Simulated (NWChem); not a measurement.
## One site exchanged: I, Cl, F, Br

Each species was optimised at PBE0/def2-SVP with NWChem, gas phase unless a solvent is named. Low-valent species are run as closed-shell singlets; no triplet was tried in these runs. Some are not confirmed as minima by frequencies. def2 effective core potentials on Sn, I; no spin-orbit coupling.

A: [I][Sn][I] (SnI2)
B: [Cl][Sn][I] (SnICl)
C: [F][Sn][I] (SnIF)
D: [Br][Sn][I] (SnIBr)

| quantity | A (I) | B (Cl) | C (F) | D (Br) |
|---|---|---|---|---|
| Pauling electronegativity of the site (pymatgen's table) | 2.66 | 3.16 | 3.98 | 2.96 |
| electrons in the molecule | 156 | 120 | 112 | 138 |
| dipole (D), PBE0/def2-SVP | 2.75 | 3.05 | 3.29 | 2.93 |
| orbital gap (eV), PBE0/def2-SVP | 3.87 | 4.19 | 4.43 | 4.08 |
| static polarisability, B3LYP/def2-SVPD (bohr³) | 124.1 | 97.2 | 80.2 | 107.0 |
| lowest singlet excitation, B3LYP/def2-SVPD, TDA (eV) | 2.67 | 2.91 | 3.07 | 2.84 |

“Dipole (D), PBE0/def2-SVP” runs from 2.75 in A (I) to 3.29 in C (F), rising in step with the site's electronegativity. “Orbital gap (eV), PBE0/def2-SVP” runs from 3.87 in A (I) to 4.43 in C (F), rising in step with the site's electronegativity. “Static polarisability, B3LYP/def2-SVPD (bohr³)” runs from 80.2 in C (F) to 124.1 in A (I), falling in step with the site's electronegativity. “Lowest singlet excitation, B3LYP/def2-SVPD, TDA (eV)” runs from 2.67 in A (I) to 3.07 in C (F), rising in step with the site's electronegativity. The order by orbital gap (eV) is the same as the order by lowest singlet excitation.

These are trends among computed rows of three or four species; they are not measurements.
